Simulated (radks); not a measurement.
Pb XXII, 61 electrons, occupied as [Kr] 4d10 4f13 5s2 (the NIST ground configuration). Calculated with a radial shooting solver on a logarithmic mesh with Libxc functionals: non-relativistic Kohn-Sham, LDA (Slater exchange, Perdew-Wang correlation), spin-unpolarised, spherical densities, point nucleus; relativity is left out, which matters for an element this heavy. Some entries of the table are withheld. Estimate them.

| orbital | occ. | eigenvalue (hartree) | <1/r> (bohr^-1) | <r> (bohr) |
|---|---|---|---|---|
| 1s | 2 | -2920.519 | 81.41 | 0.01847 |
| 2s | 2 | -508.0644 | (1) | 0.07764 |
| 2p | 6 | -490.1470 | 19.24 | 0.06555 |
| 3s | 2 | -135.3805 | 7.474 | 0.1952 |
| 3p | 6 | -126.8303 | 7.434 | 0.1856 |
| 3d | 10 | -110.8349 | 7.373 | 0.1617 |
| 4s | 2 | -43.96015 | 3.331 | 0.4224 |
| 4p | 6 | -40.18729 | 3.253 | 0.4239 |
| 4d | 10 | -33.20920 | 3.094 | (2) |
| 4f | 13 | -23.73344 | 2.829 | (3) |
| 5s | 2 | -20.11608 | 1.646 | 0.8284 |

Answer. 
(1) 2s <1/r> (bohr^-1): 19.20
(2) 4d <r> (bohr): 0.4247
(3) 4f <r> (bohr): 0.4207
